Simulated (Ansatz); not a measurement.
Consider the ligand exchange at the Al–S bond: `C[S][Al]([F])[SiH3]` + H₂S → `[F][Al]([SiH3])[SH]` + CH₃SH.

Calculated with Ansatz (gas phase, PBE0-D4/def2-TZVP geometries, no zero-point term in ΔE). CCSD(T)/CBS adds triple-zeta CCSD(T) − MP2 to the extrapolated MP2 energy (def2 sets, frozen cores). This one scheme is used for every species. DFT in def2-TZVPP. B3LYP here is the variant with VWN-RPA as its local correlation; programs differ in this. One conformer a species, not always the lowest.

`C[S][Al]([F])[SiH3]`:

Cartesian coordinates in Å:
```
C 1.883 0.937 0.003
S 0.593 2.046 0.658
Al -1.175 0.805 0.516
F -2.582 1.507 1.020
Si -1.271 -1.492 -0.317
H 1.496 -0.053 -0.236
H 2.303 1.382 -0.898
H 2.665 0.838 0.755
H 0.080 -2.099 -0.468
H -1.935 -1.526 -1.649
H -2.058 -2.345 0.615
```

H₂S:

Z-matrix (Å, degrees):
```
S
H 1 1.341
H 1 1.341 2 92.3
```

`[F][Al]([SiH3])[SH]`:

Cartesian coordinates in Å:
```
F -0.465 1.006 2.068
Al -0.063 0.739 0.488
Si -0.032 -1.528 -0.405
S 0.422 2.496 -0.703
H -1.381 -2.148 -0.300
H 0.374 -1.520 -1.836
H 0.928 -2.375 0.355
H 0.216 3.329 0.334
```

CH₃SH:

Z-matrix (Å, degrees):
```
C
S 1 1.806
H 1 1.089 2 111.5
H 1 1.089 2 111.5 3 -123.8
H 1 1.090 2 106.2 3 118.1
H 2 1.342 1 97.1 3 61.9
```

| level | ΔE (kJ/mol) | difference from CCSD(T)/CBS |
| --- | --- | --- |
| PBE-D4 | -5.8 | 0.9 |
| r2SCAN-D4 | -7.7 | -1.0 |
| PBE0-D4 | -7.1 | -0.4 |
| B3LYP-D4 | -6.7 | 0.0 |
| ωB97X-V | -8.9 | -2.2 |
| ωB97M-V | -8.1 | -1.4 |
| B2PLYP | -10.0 | -3.3 |
| PBE | -9.0 | -2.3 |
| r2SCAN | -8.8 | -2.1 |
| PBE0 | -10.1 | -3.4 |
| B3LYP | -11.8 | -5.1 |
| HF/def2-TZVPP | -15.6 | -8.9 |
| MP2/def2-TZVPP | -7.4 | -0.7 |
| SCS-MP2/def2-TZVPP | -8.8 | -2.1 |
| CCSD/def2-TZVPP | -9.2 | -2.5 |
| CCSD(T)/def2-TZVPP | -7.5 | -0.8 |
| HF/def2-QZVPP | -15.3 | -8.6 |
| MP2/def2-QZVPP | -6.8 | -0.1 |
| SCS-MP2/def2-QZVPP | -8.3 | -1.6 |
| HF/CBS(def2) | -15.3 | -8.6 |
| MP2/CBS(def2) | -6.6 | 0.1 |
| CCSD/CBS(def2) | -8.4 | -1.7 |
| CCSD(T)/CBS | -6.7 | 0 |

Largest T1 diagnostic among the species: 0.013.

In def2-TZVPP, CCSD(T) changes the Hartree–Fock value by +8.1 kJ/mol (the triples alone add +1.7 kJ/mol) and MP2 by +8.2 kJ/mol. The D4 term adds +5.1 kJ/mol with B3LYP and +3.0 kJ/mol with PBE0; it sums over pairs of atoms, weighted by their polarisabilities, and B3LYP, whose exchange is more repulsive, gets the larger term.
